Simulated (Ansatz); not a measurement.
`FC([SiH3])(Cl)Br` and `FC(Cl)(Br)Br` differ in one atom or group.

Ansatz, PBE0-D4/def2-TZVP geometries, multiplicity 1. 

Scalar relativity is left out up to krypton.

```csv
property,`FC([SiH3])(Cl)Br`
size of the dipole moment (ωB97M-V/def2-TZVPP) / D,1.62
LUMO energy (PBE0/def2-TZVPP) / eV,-1.16
size of the dipole moment (B3LYP/def2-TZVPP) / D,1.60
LUMO energy (B3LYP/def2-TZVPP) / eV,-1.40
LUMO energy (ωB97M-V/def2-TZVPP) / eV,0.90
HOMO energy (PBE/def2-TZVPP) / eV,-7.13
```

Task: What does the change do to each property? (An estimate is asked.)

Result: Computed: 
```tsv
property	`FC(Cl)(Br)Br`	shift
size of the dipole moment (ωB97M-V/def2-TZVPP) / D	0.42	-1.20
LUMO energy (PBE0/def2-TZVPP) / eV	-1.96	-0.80
size of the dipole moment (B3LYP/def2-TZVPP) / D	0.41	-1.19
LUMO energy (B3LYP/def2-TZVPP) / eV	-2.21	-0.81
LUMO energy (ωB97M-V/def2-TZVPP) / eV	0.20	-0.70
HOMO energy (PBE/def2-TZVPP) / eV	-7.11	0.02
```

Dipoles are sizes alone; their direction can turn.

B3LYP here is the variant with VWN-RPA as its local correlation; programs differ in this.

Spin–orbit coupling is left out; it splits and shifts lone-pair levels of the heavy atoms by tenths of an eV.
